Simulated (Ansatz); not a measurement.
A run on `[F][Hf]([SH])([SH])[SH]` with other settings.

```yaml
crystal:
  periodic: [false, false, false]
  atoms:
    - {symbol: F, position_ang: [-1.686198, 0.560039, -0.825045]}
    - {symbol: Hf, position_ang: [-0.056204, 0.018748, -0.027461]}
    - {symbol: S, position_ang: [1.731690, 1.576131, -0.543239]}
    - {symbol: S, position_ang: [-0.258833, -0.099212, 2.387729]}
    - {symbol: S, position_ang: [0.622095, -2.172376, -0.819264]}
    - {symbol: H, position_ang: [0.897325, 2.623469, -0.378263]}
    - {symbol: H, position_ang: [-1.488246, -0.644517, 2.280563]}
    - {symbol: H, position_ang: [0.238381, -1.862283, -2.075009]}
basis:
  gaussian: {orbitals: def2-mTZVP}
total_charge: -1
magnetization: {spin_polarized: false, initial_magnetization: 1}
hamiltonian: {xc: {name: CAM-B3LYP}, pseudopotentials: {relativity: scalar}}
scf: {lower_state_search: light}
output: {forces: true}
```

```sh
$ ansatz run in.yaml --threads 4 --pin off --events-out ev --progress --plain --max-ram 10444MiB
```

Output, abridged:

```
Functional definition: CAM-B3LYP
1236 factors; integrals over basis functions are off by at most 7.8e-4 eV
368 factors; integrals over basis functions are off by at most 6.6e-6 eV
mean field evaluation 1: about -36662.2665 eV, gradient 3.0e1 eV
mean field evaluation 2: about -36662.3870 eV, gradient 3.0e1 eV
mean field evaluation 4: about -36665.1282 eV, gradient 7.9e0 eV
mean field evaluation 8: about -36665.3628 eV, gradient 7.2e-1 eV
mean field evaluation 16: about -36666.0898 eV, gradient 5.5e0 eV
mean field evaluation 32: about -36666.2160 eV, gradient 2.1e-5 eV
mean field -36666.21623329 eV, -1347.4585933194 hartree, gradient 3.0e-6 eV, S^2 0.750000; 14 other end points of the search recorded, 0 dependent functions left out
reference -36666.21637845 eV, -1347.4585986538 hartree; 37, 36 occupied and 93, 94 virtual orbitals, 1236 factors
Total energy: -36666.21637845 eV, -1347.4585986538 hartree
Relativity: scalar
Atom 0 at    -1.686198     0.560039    -0.825045 Å, force    -1.725644     0.604346    -0.504614 eV/Å
Atom 1 at    -0.056204     0.018748    -0.027461 Å, force     0.745979    -0.535504    -0.159675 eV/Å
Atom 2 at     1.731690     1.576131    -0.543239 Å, force     1.387534     0.904182    -0.416280 eV/Å
Atom 3 at    -0.258833    -0.099212     2.387729 Å, force    -0.427477     0.322832     1.333361 eV/Å
Atom 4 at     0.622095    -2.172376    -0.819264 Å, force     0.064423    -0.794168    -0.126700 eV/Å
Atom 5 at     0.897325     2.623469    -0.378263 Å, force    -0.092340     0.115682    -0.003895 eV/Å
Atom 6 at    -1.488246    -0.644517     2.280563 Å, force    -0.100192    -0.421832     0.351260 eV/Å
Atom 7 at     0.238381    -1.862283    -2.075009 Å, force     0.147717    -0.195539    -0.473459 eV/Å
Dipole moment:    -0.425193     0.205545    -0.328650 e Å
```

Run time 45 s (4 threads of an Arm Neoverse V2 on a shared host); peak host memory 0.74 GiB.
